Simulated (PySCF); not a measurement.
Compound: C5H11B.
Geometry (PBE0-D3(BJ)/def2-SVP, Å), atoms numbered from 1 in this order:
```xyz
17
C5H11B angstrom
B      2.559   -0.075   -0.396
C      1.212   -0.322    0.340
C     -0.068    0.271   -0.260
C     -0.049    1.797   -0.167
C     -1.291   -0.285    0.409
C     -2.258   -0.979   -0.192
H      2.595    0.336   -1.537
H      3.605   -0.361    0.144
H      1.158   -1.435    0.333
H      1.296   -0.085    1.417
H     -0.108   -0.009   -1.328
H     -0.945    2.238   -0.628
H      0.837    2.210   -0.676
H     -0.015    2.126    0.885
H     -1.369   -0.087    1.488
H     -3.123   -1.355    0.361
H     -2.220   -1.196   -1.265
```

Level of theory: core-valence-separated Tamm–Dancoff BHandHLYP/aug-pcX-1 (pcseg-1 on H) in PySCF, non-relativistic, gas phase, PBE0-D3(BJ)/def2-SVP geometry. No shift to experiment was applied.

The lowest roots of each edge with f over 0.003 (five at most, numbered afresh; weaker and dark ones are left out), with transition dipoles (au) in the frame of the coordinates:

```json
{"root": "1", "edge": "C", "E (eV)": "282.63", "μx": "0.0465", "μy": "-0.0801", "μz": "0.0180"}
{"root": "2", "edge": "C", "E (eV)": "282.68", "μx": "-0.0462", "μy": "0.0797", "μz": "-0.0180"}
{"root": "3", "edge": "C", "E (eV)": "284.90", "μx": "0.0204", "μy": "0.0253", "μz": "-0.0096"}
{"root": "4", "edge": "C", "E (eV)": "285.16", "μx": "-0.0086", "μy": "0.0352", "μz": "-0.0351"}
{"root": "5", "edge": "C", "E (eV)": "285.25", "μx": "-0.0086", "μy": "-0.0014", "μz": "-0.0227"}
{"root": "6", "edge": "B", "E (eV)": "185.39", "μx": "-0.0113", "μy": "-0.1324", "μz": "-0.0477"}
{"root": "7", "edge": "B", "E (eV)": "190.97", "μx": "0.0405", "μy": "-0.0050", "μz": "-0.0008"}
{"root": "8", "edge": "B", "E (eV)": "191.28", "μx": "0.0136", "μy": "-0.0176", "μz": "0.0545"}
{"root": "9", "edge": "B", "E (eV)": "191.59", "μx": "-0.0119", "μy": "-0.0215", "μz": "-0.0184"}
{"root": "10", "edge": "B", "E (eV)": "191.77", "μx": "-0.0105", "μy": "0.0252", "μz": "-0.0131"}
```

Problem. What are the oscillator strengths?

Solution. f = (2/3) ΔE |μ|², with ΔE in hartree (27.2114 eV):

```json
{"root": "1", "ΔE (Eh)": "10.3865", "|μ|² (au)": "0.008902", "f": "0.062", "core hole on": "C5"}
{"root": "2", "ΔE (Eh)": "10.3883", "|μ|² (au)": "0.008811", "f": "0.061", "core hole on": "C6"}
{"root": "3", "ΔE (Eh)": "10.4701", "|μ|² (au)": "0.001148", "f": "0.008", "core hole on": "C4"}
{"root": "4", "ΔE (Eh)": "10.4793", "|μ|² (au)": "0.002545", "f": "0.018", "core hole on": "C2"}
{"root": "5", "ΔE (Eh)": "10.4827", "|μ|² (au)": "0.000591", "f": "0.004", "core hole on": "C3"}
{"root": "6", "ΔE (Eh)": "6.8129", "|μ|² (au)": "0.019933", "f": "0.091", "core hole on": "B1"}
{"root": "7", "ΔE (Eh)": "7.0178", "|μ|² (au)": "0.001666", "f": "0.008", "core hole on": "B1"}
{"root": "8", "ΔE (Eh)": "7.0296", "|μ|² (au)": "0.003465", "f": "0.016", "core hole on": "B1"}
{"root": "9", "ΔE (Eh)": "7.0407", "|μ|² (au)": "0.000942", "f": "0.004", "core hole on": "B1"}
{"root": "10", "ΔE (Eh)": "7.0473", "|μ|² (au)": "0.000917", "f": "0.004", "core hole on": "B1"}
```

Problem. Molecules are fixed in this frame and the field points along x. What effective strengths 3 f cos²θ do the roots have (θ between field and μ)?

Solution. root 1 (C5): 0.045, root 2 (C6): 0.044, root 3 (C4): 0.009, root 4 (C2): 0.002, root 5 (C3): 0.002, root 6 (B1): 0.002, root 7 (B1): 0.023, root 8 (B1): 0.003, root 9 (B1): 0.002, root 10 (B1): 0.002. Averaged over all orientations cos²θ is 1/3, which gives f back.

One conformer stands for the species.
